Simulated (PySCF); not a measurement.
## How exact exchange moves a shielding

Molecule: `FC(CB)(F)F`, C2H4BF3.

Atoms are numbered as in `[BH2:1][CH2:2][C:3]([F:4])([F:5])[F:6]`. Each H is labelled by its parent atom.

GIAO shieldings (ppm, equivalent atoms averaged) in PySCF 2.14 on the PBE0-D3(BJ)/def2-SVP geometry, basis pcSseg-2, gas phase, non-relativistic:

```tsv
functional	exact exchange (%)	σ(B1)	σ(C3)	σ(C2)	σ(F4/F5/F6)
BLYP	0	-0.7	31.6	131.4	233.0
BP86	0	2.2	36.9	136.0	234.2
PBE	0	-0.3	36.9	135.7	233.0
B3LYP	20	5.7	40.1	137.7	246.8
mPW1PW91	25	9.5	46.3	143.0	251.2
BHandHLYP	50	15.4	52.4	145.5	264.8
HF	100	34.1	72.5	157.4	292.3
```

Q: Fit each shielding as a line in the percentage of exact exchange.

A: σ(B1) = 0.1 + 0.33 x (rms 1.2 ppm); σ(C3) = 34.9 + 0.37 x (rms 2.1 ppm); σ(C2) = 134.6 + 0.23 x (rms 1.8 ppm); σ(F4/F5/F6) = 234.3 + 0.59 x (rms 1.2 ppm). The functionals also differ in their semilocal parts, which the line can't hold; Hartree–Fock has no correlation at all.

Q: What does the line predict for PBE0 (25 %), and what does the run give?

A: σ(B1): 8.3 predicted, 8.4 computed; σ(C3): 44.1 predicted, 47.0 computed; σ(C2): 140.3 predicted, 143.3 computed; σ(F4/F5/F6): 249.1 predicted, 250.4 computed ppm.
